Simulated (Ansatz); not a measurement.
`N[Si@H](O)O[Si@@H](N)O` + `N[SiH](N)F` → `N[Si@H](O)N[Si@@H](N)F` + `N[SiH](O)O`  (ligand exchange at the Si–O bond)

Calculated with Ansatz (gas phase, PBE0-D4/def2-TZVP geometries, no zero-point term in ΔE). CCSD(T)/CBS is the MP2 limit (def2-TZVPP, def2-QZVPP) plus CCSD(T) − MP2 in def2-TZVPP, frozen cores. This one scheme is used for every species. Functionals use def2-TZVPP. Each species was taken in one conformer, which may not be the lowest.

`N[Si@H](O)O[Si@@H](N)O`:

Z-matrix (Å, degrees):
```
Si
O 1 1.647
O 1 1.629 2 112.1
N 1 1.703 2 110.2 3 116.7
H 1 1.479 2 103.3 3 -118.5
H 2 0.960 1 114.7 3 -82.2
Si 3 1.636 1 139.5 2 -40.0
H 4 1.006 1 121.7 2 69.4
H 4 1.007 1 119.2 2 -142.8
N 7 1.704 3 105.9 1 4.5
O 7 1.636 3 113.1 1 -116.2
H 7 1.477 3 107.5 1 130.6
H 10 1.006 7 122.2 3 -178.9
H 10 1.009 7 120.2 3 28.2
H 11 0.959 7 116.1 3 72.4
```

`N[SiH](N)F`:

Z-matrix (Å, degrees):
```
Si
N 1 1.694
F 1 1.604 2 116.3
N 1 1.699 2 107.9 3 116.0
H 1 1.482 2 106.1 3 -115.6
H 2 1.006 1 121.4 3 85.7
H 2 1.007 1 121.8 3 -68.8
H 4 1.006 1 121.0 2 -157.4
H 4 1.006 1 121.2 2 50.4
```

`N[Si@H](O)N[Si@@H](N)F`:

```xyz
15

N    -0.144    2.044    1.769
Si   -0.525    0.465    1.249
O     0.565   -0.706    1.585
N    -0.662    0.508   -0.487
Si   -0.296   -0.681   -1.639
N     1.170   -1.456   -1.166
F    -1.334   -1.896   -1.697
H    -0.442    2.346    2.682
H     0.717    2.493    1.499
H    -1.804    0.155    1.932
H     0.900   -1.187    0.810
H    -1.166    1.311   -0.838
H    -0.324   -0.065   -2.985
H     1.318   -2.400   -1.490
H     2.029   -0.929   -1.224
```

`N[SiH](O)O`:

```xyz
9

N    -1.217   -0.070   -0.310
Si    0.485    0.127   -0.273
O     1.132   -1.332    0.102
O     0.807    1.348    0.772
H    -1.811    0.739   -0.397
H    -1.617   -0.859   -0.794
H     1.170    0.522   -1.519
H     0.719   -1.822    0.815
H     0.331    1.346    1.604
```

```
        level  ΔE (kJ/mol)
      PBE0-D4         48.8
       r2SCAN         53.8
         PBE0         50.4
MP2/CBS(def2)         53.6
```

Problem. What does CCSD(T)/CBS give? (Best estimate.)

Solution. Computed: +54.4 kJ/mol. The listed levels differ from it by -5.6, -0.6, -4.0, -0.8 kJ/mol.

Largest T1 diagnostic among the species: 0.011.

The D4 term adds −3.1 kJ/mol with B3LYP and −1.5 kJ/mol with PBE0; it sums over pairs of atoms, weighted by their polarisabilities, and B3LYP, whose exchange is more repulsive, gets the larger term. From PBE to PBE0 (25 % exact exchange), in def2-TZVPP and without D4, ΔE moves by +4.6 kJ/mol. In def2-TZVPP, CCSD(T) changes the Hartree–Fock value by −21.5 kJ/mol (the triples alone add −3.8 kJ/mol) and MP2 by −22.3 kJ/mol.

B3LYP here is the variant with VWN-RPA as its local correlation; programs differ in this.
